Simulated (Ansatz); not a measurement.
Basis-set extrapolation for `C=[C]1[AlH][S]S1` (PBE0-D4/def2-TZVP geometry, frozen core, Ansatz 0.2.0). Multiplicity 1, RHF reference.

|  | def2-TZVPP | def2-QZVPP |
| --- | --- | --- |
| HF | -1114.524844 | -1114.557265 |
| MP2 correlation | -0.728915 | -0.786842 |
| CCSD(T) correlation | -0.815079 | not run |

Energies in hartree. Use E(X) = E(∞) + A·exp(−7.88·√X) for Hartree–Fock and E(X) = E(∞) + B·X^(−2.97) for correlation, with X = 3 and 4, and add CCSD(T) minus MP2 of the smaller set to the MP2 limit.

Problem. What is the CCSD(T) energy at the basis-set limit?

Solution. HF limit: -1114.557265 + (-0.032421) × 0.13774 = -1114.56173. MP2 limit: -0.786842 + (-0.057927) × 0.74074 = -0.82975. Higher-order term: -0.815079 − (-0.728915) = -0.08616. Total: -1115.47764 hartree, 86.4 kcal/mol below CCSD(T)/def2-TZVPP.
